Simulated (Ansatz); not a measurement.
Cost and result for the atomization energy of H6OSi3 (`O1[SiH2][SiH2][SiH2]1`) (10 atoms, 10 bonds).

Cartesian coordinates in Å:
```
O 0.256 1.233 -0.848
Si -1.004 0.152 -1.060
Si -0.232 -1.118 0.769
Si 1.188 0.735 0.450
H -0.940 -0.471 -2.408
H -2.315 0.839 -0.917
H 0.320 -2.469 0.490
H -1.069 -1.146 1.996
H 1.211 1.777 1.510
H 2.586 0.467 0.019
```

The species carries charge 0 and has multiplicity 1. Geometry: relaxed with PBE0-D4/def2-TZVP. Program: Ansatz. All runs use 2 threads of an Arm Neoverse V1 on a shared host. Times are those of one run each, without the atoms' runs, and a repeat can differ threefold. Electronic energies, without spin–orbit coupling; frozen cores. CCSD(T)/CBS adds CCSD(T) − MP2 in def2-TZVPP to the MP2 limit, and its time is that of the two runs behind it. T1 = 0.014. B3LYP takes the VWN-RPA correlation (the form of Gaussian; ORCA's B3LYP/G). HSE06 is the plane-wave form, built on full-range PBE exchange.

CCSD(T)/CBS is a level of theory with its own doubt, some kJ/mol a heavy atom from the limit and from the frozen cores, so smaller differences don't rank the functionals.

```json
{"level": "revPBE-D4/def2-TZVPP", "functions": "241", "wall time": "3.3 s"}
{"level": "BLYP-D4/def2-TZVPP", "functions": "241", "wall time": "3.7 s"}
{"level": "CCSD(T)/def2-SVP", "functions": "98", "wall time": "3.8 s"}
{"level": "PBE0-D4/def2-TZVPP", "functions": "241", "wall time": "5.5 s"}
{"level": "HSE06-D4/def2-TZVPP", "functions": "241", "wall time": "6 s"}
{"level": "CAM-B3LYP-D4/def2-TZVPP", "functions": "241", "wall time": "6 s"}
{"level": "B3LYP-D4/def2-TZVPP (with forces)", "functions": "241", "wall time": "8 s"}
{"level": "r2SCAN-D4/def2-TZVPP (with forces)", "functions": "241", "wall time": "8.5 s"}
{"level": "PBE-QIDH/def2-TZVPP", "functions": "241", "wall time": "9 s"}
{"level": "ωB97M-V/def2-TZVPP (with forces)", "functions": "241", "wall time": "20 s"}
{"level": "MP2/def2-QZVPP", "functions": "447", "wall time": "30 s"}
{"level": "CCSD(T)/def2-TZVPP", "functions": "241", "wall time": "7.4 min"}
{"level": "CCSD(T)/CBS(def2)", "functions": "–", "wall time": "7.9 min"}
```

Q: What atomization energy does each give, and how far from CCSD(T)/CBS? (Best estimate.)

A: Computed: 
| level | atomization (kcal/mol) | difference from CCSD(T)/CBS | per bond |
| --- | --- | --- | --- |
| revPBE-D4/def2-TZVPP | 753.6 | -21.0 | -2.1 |
| BLYP-D4/def2-TZVPP | 761.3 | -13.3 | -1.3 |
| CCSD(T)/def2-SVP | 708.7 | -65.9 | -6.6 |
| PBE0-D4/def2-TZVPP | 761.7 | -12.9 | -1.3 |
| HSE06-D4/def2-TZVPP | 762.0 | -12.6 | -1.3 |
| CAM-B3LYP-D4/def2-TZVPP | 772.3 | -2.3 | -0.2 |
| B3LYP-D4/def2-TZVPP (with forces) | 768.3 | -6.3 | -0.6 |
| r2SCAN-D4/def2-TZVPP (with forces) | 773.2 | -1.4 | -0.1 |
| PBE-QIDH/def2-TZVPP | 761.7 | -12.9 | -1.3 |
| ωB97M-V/def2-TZVPP (with forces) | 772.3 | -2.3 | -0.2 |
| MP2/def2-QZVPP | 768.1 | -6.5 | -0.6 |
| CCSD(T)/def2-TZVPP | 751.5 | -23.1 | -2.3 |
| CCSD(T)/CBS(def2) | 774.6 | 0.0 | 0.0 |

The D4 term adds +10.0 kcal/mol with B3LYP and +5.2 kcal/mol with PBE0; it sums over pairs of atoms, weighted by their polarisabilities, and B3LYP, whose exchange is more repulsive, gets the larger term. From r2SCAN to r2SCAN0 (25 % exact exchange), in def2-TZVPP and without D4, the atomization energy moves by −9.3 kcal/mol: exact exchange takes away binding that semilocal exchange gives to molecules. In def2-TZVPP, CCSD(T) changes the Hartree–Fock value by +177.5 kcal/mol (the triples alone add +9.3 kcal/mol) and MP2 by +180.2 kcal/mol; breaking electron pairs costs correlation energy, which Hartree–Fock lacks.
